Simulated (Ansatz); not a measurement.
Mulliken charges of `CO[AsH2]` from r2SCAN/def2-TZVPP in Ansatz (PBE0-D4/def2-TZVP geometry).

```json
{"atom": "C1", "x (Å)": "-0.420", "y (Å)": "0.877", "z (Å)": "-0.216", "charge (e)": "0.028"}
{"atom": "O2", "x (Å)": "-0.786", "y (Å)": "-0.148", "z (Å)": "0.675", "charge (e)": "-0.413"}
{"atom": "As3", "x (Å)": "0.255", "y (Å)": "-1.594", "z (Å)": "0.766", "charge (e)": "0.311"}
{"atom": "H4", "x (Å)": "-0.394", "y (Å)": "0.519", "z (Å)": "-1.253", "charge (e)": "0.054"}
{"atom": "H5", "x (Å)": "0.566", "y (Å)": "1.292", "z (Å)": "0.030", "charge (e)": "0.054"}
{"atom": "H6", "x (Å)": "-1.166", "y (Å)": "1.671", "z (Å)": "-0.135", "charge (e)": "0.060"}
{"atom": "H7", "x (Å)": "1.607", "y (Å)": "-0.864", "z (Å)": "0.824", "charge (e)": "-0.047"}
{"atom": "H8", "x (Å)": "0.430", "y (Å)": "-1.810", "z (Å)": "-0.746", "charge (e)": "-0.047"}
```

Task: By hand: the dipole of these point charges (1 e Å = 4.8032 D).

Result: Σ q r = (0.236, -0.086, -0.124) e Å, of length 0.280 e Å = 1.34 D.

Task: How does the dipole of the full density compare? (Best estimate.)

Result: Computed: (0.193, 0.078, -0.191) e Å, 1.36 D; the point charges give 0.99 times that, at 38° from its direction.

Point charges leave out the atoms' own dipoles, such as those of lone pairs, and Mulliken's split depends on the basis, so the two needn't agree.
